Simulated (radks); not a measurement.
Values are calculated unless marked as measured or tabulated.
Question: Coherent X-ray form factor from a spherical all-electron density. Level of theory: scalar-relativistic Kohn-Sham, PBEsol, spin-polarised, spherical densities, finite nucleus; Fermi nuclear charge, rms radius of each element as measured or else 0.836 A^(1/3) + 0.57 fm (a radial shooting solver on a logarithmic mesh with Libxc functionals).

| sin(theta)/lambda (1/angstrom) | f0 (electrons) |
|---|---|
| 0.05 | 64.052 |
| 0.1 | 61.625 |
| 0.15 | 58.455 |
| 0.2 | 55.005 |
| 0.25 | 51.511 |
| 0.3 | 48.130 |
| 0.4 | 42.076 |
| 0.5 | 37.074 |
| 0.6 | 32.917 |
| 0.8 | 26.377 |
| 1 | 21.735 |
| 1.25 | 18.012 |
| 1.5 | 15.640 |
| 2 | 12.088 |

The species is in the configuration that NIST lists as its ground one. Which atom or ion scatters so?

Answer: The dysprosium ion Dy+, [Xe] 4f10 6s1. Extrapolating in s^2 from the first two rows gives f0(0) = 64.9, near the electron count 65; among species with that count, the fall with angle is slower the higher Z, and the table is that of Z = 66; from so few rows the species is fixed only to a neighbour or two.
